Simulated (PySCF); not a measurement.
Sn(H)(F)(Me)2 (C2H7FSn), SMILES [CH3][SnH]([CH3])[F].

Geometry optimised at B3LYP-D3(BJ)/def2-SVP. The def2 effective core potentials stand for the cores of Sn; spin–orbit coupling is left out.

Two levels are set side by side: PBE/def2-TZVP (PySCF) and r2SCAN/def2-TZVP (PySCF). Same geometry, gas phase. Differences are taken from unrounded values.

```
quantity                     r2SCAN
---------------------------  ------
orbital gap (eV)               6.72
highest occupied level (eV)   -7.28
lowest empty level (eV)       -0.56
dipole moment (D)              3.19
mean polarisability (bohr³)    64.0
```

Question: What does PBE give, and how far is it from r2SCAN? (The exact figures need the calculation; the answer reports its results.)

Answer: 
```json
[
 {"quantity": "orbital gap (eV)", "PBE": "6.07", "PBE minus r2SCAN": "-0.66"},
 {"quantity": "highest occupied level (eV)", "PBE": "-7.00", "PBE minus r2SCAN": "0.28"},
 {"quantity": "lowest empty level (eV)", "PBE": "-0.93", "PBE minus r2SCAN": "-0.38"},
 {"quantity": "dipole moment (D)", "PBE": "3.09", "PBE minus r2SCAN": "-0.10"},
 {"quantity": "mean polarisability (bohr³)", "PBE": "65.7", "PBE minus r2SCAN": "1.7"}
]
```

Rough cost on one machine, each run with all the roots and properties that it gave: r2SCAN against PBE about 4 times.
